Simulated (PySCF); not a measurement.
Coordinates in bohr (charge 0 multiplicity 2):
```
Au   -0.0135    0.0000    0.0000
H     1.3205   -2.7307    0.0000
H     1.3205    2.7307    0.0000
```

Computed with UPBE0/[Au def2-TZVP with ECP60, H def2-TZVP], scalar-relativistic core potentials, density fitting, no spin–orbit coupling, PySCF.

This geometry of AuH₂ is a stationary point at this level.

Problem. What is the point group?

Solution. C2v.

Problem. Is it a minimum?

Solution. Yes: all harmonic wavenumbers are real.

Problem. Which band is strongest in the infrared?

Solution. 672 cm⁻¹ (a1), 46 km/mol.

Problem. Give the atomic charges and bond orders.

Solution. 
```
atom  Mulliken  Löwdin  polar tensor  spin (Mulliken)  Mayer order to Au1
 Au1      0.19    0.22          0.24             0.25                   –
H2,3     -0.10   -0.11         -0.12             0.37                0.84
```

Problem. Give the ideal-gas entropy at 298.15 K and 1 bar by parts.

Solution. translation 174.9, rotation 55.6, vibration 1.4, spin 5.8; total 237.6 J/(mol K).

Only a few start shapes were tried, so a lower isomer may exist. Open d and f shells are described by one determinant, and the ground state may have another occupation or spin. With an element this heavy the missing spin–orbit coupling can shift these numbers.
